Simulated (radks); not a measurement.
Results of a calculation; reference values are marked as such.
Fractional charge and spin in the 5s shell of neodymium: the spin-up occupation runs from 0 to 1 and the spin-down occupation from 0 to 1; the fullest corner is Nd3+, [Kr] 4d10 4f(up 1.5, down 1.5) 5p6 5s(up 1, down 1). Level of theory: scalar-relativistic Kohn-Sham, r2SCAN, spin-polarised, spherical densities, finite nucleus; meta-GGA in the generalised Kohn-Sham scheme; Fermi nuclear charge, rms radius of each element as measured or else 0.836 A^(1/3) + 0.57 fm (a radial shooting solver on a logarithmic mesh with Libxc functionals). Energy (eV) minus the two flat planes that join the four corners (they meet along the diagonal where the two added fractions sum to one electron); zero is where a piecewise linear energy would lie.

down \ up,0,0.25,0.5,0.75,1
0,0.000,-1.297,-1.728,-1.296,0.000
0.25,-1.297,-1.615,-1.077,0.317,-1.240
0.5,-1.728,-1.077,0.422,-1.037,-1.652
0.75,-1.296,0.317,-1.037,-1.554,-1.238
1,0.000,-1.240,-1.652,-1.238,0.000

Corners above the fullest one (they belong to Nd4+ and the next ion): (up 1, down 0) 75.131 eV, (up 0, down 1) 75.131 eV, (up 0, down 0) 165.48 eV. With half an added electron in each spin the energy lies 0.422 eV from the planes, and with half an added electron in spin up alone -1.728 eV. The planes are only a guide here: the flat-plane condition holds for ground states with one frontier orbital, while this shell lies below other occupied shells, so the corners above the fullest one are inner-hole states and not the ground states of those ions.
